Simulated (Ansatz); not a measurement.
Stepwise reaction of `C=C[SiH2]Cl` with hydrogen chloride, as a gas-phase model of exchange steps in deposition or etching. ΔE in kJ/mol; ΔG adds harmonic PBE0-D4 terms to CCSD(T)/CBS, at 1 bar.

Calculated with Ansatz (gas phase, PBE0-D4/def2-TZVP geometries, no zero-point term in ΔE). CCSD(T)/CBS is the MP2 limit (def2-TZVPP, def2-QZVPP) plus CCSD(T) − MP2 in def2-TZVPP, frozen cores. This one scheme is used for every species. Functionals use def2-TZVPP. B3LYP here is the variant with VWN-RPA as its local correlation; programs differ in this. Each species was taken in one conformer, which may not be the lowest.

```
step                                           reaction  PBE-D4  B3LYP-D4  ωB97M-V  CCSD(T)/CBS  ΔG(400 K)
   1        `C=C[SiH2]Cl` + HCl → `C=C[SiH](Cl)Cl` + H₂   -84.9     -83.1    -84.8        -83.5      -78.9
   2  `C=C[SiH](Cl)Cl` + HCl → `C=C[Si](Cl)(Cl)Cl` + H₂   -81.9     -79.9    -81.2        -79.4      -73.7
```

**Question.** By hand: ΔE of the 2 steps together at CCSD(T)/CBS.

**Answer.** (-83.5) + (-79.4) = -162.9 kJ/mol, or -81.5 kJ/mol a step.

In ΔE the steps differ by no more than 4.1 kJ/mol. All are downhill at CCSD(T)/CBS. ΔG lies between -78.9 and -73.7 kJ/mol a step. PBE-D4 differs from CCSD(T)/CBS by -2.5 to -1.4 kJ/mol a step. Isolated molecules leave out the surface, adducts and barriers. Largest T1 diagnostic: 0.010.
